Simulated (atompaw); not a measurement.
# cerium: PAW (atompaw) pseudisation with PBE, scalar-relativistic reference atom.

atompaw 4.2.0.5 was run on this input:

```
Ce 58
GGA-PBE scalarrelativistic loggrid 2001 logderivrange -4 5 226
6 6 5 4 0 0
6 1 0
5 2 1
4 3 1
0 0 0
c
c
c
c
c
v
c
c
c
v
v
c
c
v
v
3
3.00 2.20 2.25 2.40
y
1.55
n
n
y
0.1
n
y
0.2
n
custom polynom gramschmidtortho besselshape
4 0 troulliermartins
3.00
3.00
2.35
3.00
3.00
3.00
1.45
1.45
PWSCFOUT
UPFDX 0.0125d0 UPFXMIN -7.d0 UPFZMESH 58.d0
END
```

Command:

```bash
atompaw < Ce.input > Ce.log
```

Output (summary file):

```
Completed calculations for Ce (AE)

 Exchange-correlation type: GGA, Perdew-Burke-Ernzerhof

 Radial integration grid is logarithmic
 r0 =   1.1590330E-04 h =   6.7223912E-03   n =      2001 rmax =   8.0000000E+01

 Scalar relativistic calculation

 AEatom converged in  36 iterations
   nz     =  58.00
   delta  =       9.979280232230E-15

 All Electron Orbital energies:
  n  l      occupancy      energy
  1  0      2.0000000E+00 -2.9598823E+03
  2  0      2.0000000E+00 -4.7391843E+02
  3  0      2.0000000E+00 -1.0205101E+02
  4  0      2.0000000E+00 -2.0649641E+01
  5  0      2.0000000E+00 -2.9833152E+00
  6  0      2.0000000E+00 -2.7523782E-01
  2  1      6.0000000E+00 -4.2442432E+02
  3  1      6.0000000E+00 -8.6312450E+01
  4  1      6.0000000E+00 -1.5512634E+01
  5  1      6.0000000E+00 -1.7070221E+00
  6  1      0.0000000E+00 -9.9091478E-02
  3  2      1.0000000E+01 -6.3963724E+01
  4  2      1.0000000E+01 -8.1204777E+00
  5  2      1.0000000E+00 -2.2483711E-01
  4  3      1.0000000E+00 -3.9553126E-01

 Total energy
   Total                    :   -17720.91305560096225

 ---
 Completed calculations for Ce (SC)

 Exchange-correlation type: GGA, Perdew-Burke-Ernzerhof

 Radial integration grid is logarithmic
 r0 =   1.1590330E-04 h =   6.7223912E-03   n =      2001 rmax =   8.0000000E+01

 Scalar relativistic calculation

 SCatom converged in   4 iterations
   nz     =  58.00
   delta  =       6.589092447360E-15

 Valence Electron Orbital energies:
  n  l      occupancy      energy
   6  0      2.0000000E+00 -2.7523782E-01
   5  1      6.0000000E+00 -1.7070221E+00
   6  1      0.0000000E+00 -9.9091478E-02
   5  2      1.0000000E+00 -2.2483711E-01
   4  3      1.0000000E+00 -3.9553126E-01

 Total energy
   Total                    :   -17720.91305560800538
   Valence                  :     -457.36898744364430

 PAW parameters:
       lmax =            3
         rc =    3.0085632617919149
        irc =         1513
   rc_shape =    2.2082904993137569
    rc_vloc =    2.2532799449325478
    rc_core =    2.4099696749649926
   Vloc: Norm-conserving Troullier-Martins with l= 4;e=   0.0000E+00
   Projector type: polynomial pseudization + Gram-Schmidt ortho.
   Bessel compensation charge shape zeroed at   2.2083E+00

 Number of basis functions     8
 No.   n  nodes  l      Energy         Cp coeff         Occ
  1    6    5    0   -0.2752378E+00  0.1000000E+01  0.2000000E+01
  2  999    6    0    0.1550000E+01  0.3815851E+00  0.0000000E+00
  3    5    3    1   -0.1707022E+01  0.1000000E+01  0.6000000E+01
  4    6    4    1   -0.9909148E-01  0.4032380E+00  0.0000000E+00
  5    5    2    2   -0.2248371E+00  0.1000000E+01  0.1000000E+01
  6  999    3    2    0.1000000E+00  0.1864393E-01  0.0000000E+00
  7    4    0    3   -0.3955313E+00  0.1000000E+01  0.1000000E+01
  8  999    1    3    0.2000000E+00 -0.3688074E-02  0.0000000E+00

 Eigenvalues of overlap operator (in the basis of projectors):
    1        1.68412102E-01
    2        3.35311441E-01
    3        6.45054674E-01
    4        7.21956853E-01
    5        2.79215367E+01
    6        3.46188691E+01
    7        9.83737880E+01
    8        4.28483304E+02

 Orbital leakage outside PAW augmentation regions
   orb  is_core?  %out_of_sphere
   1 0    T           0.00
   2 0    T           0.00
   3 0    T           0.00
   4 0    T           0.00
   5 0    T           0.90
   6 0    F          83.22
   2 1    T           0.00
   3 1    T           0.00
   4 1    T           0.00
   5 1    F           3.82
   6 1    F          94.94
   3 2    T           0.00
   4 2    T           0.00
   5 2    F          39.94
   4 3    F           1.65

 Summary of PAW energies
   Total valence energy     :   -457.36898629787561
   Smooth energy            :     32.10054825621862
   One center               :   -489.46953455409425
   Smooth kinetic           :     20.09834151276748
   Vloc energy              :     -4.51808420013740
   Smooth exch-corr         :     -8.61292481459884
   One-center xc            :   -409.77581884987518
```

Note: ghost state, extra bound levels that the all-electron valence spectrum of the same l lacks: s at -48.0 eV. A true bound ghost makes a file unfit for plane-wave use.

The run took about 12 s on one core of a shared server CPU.
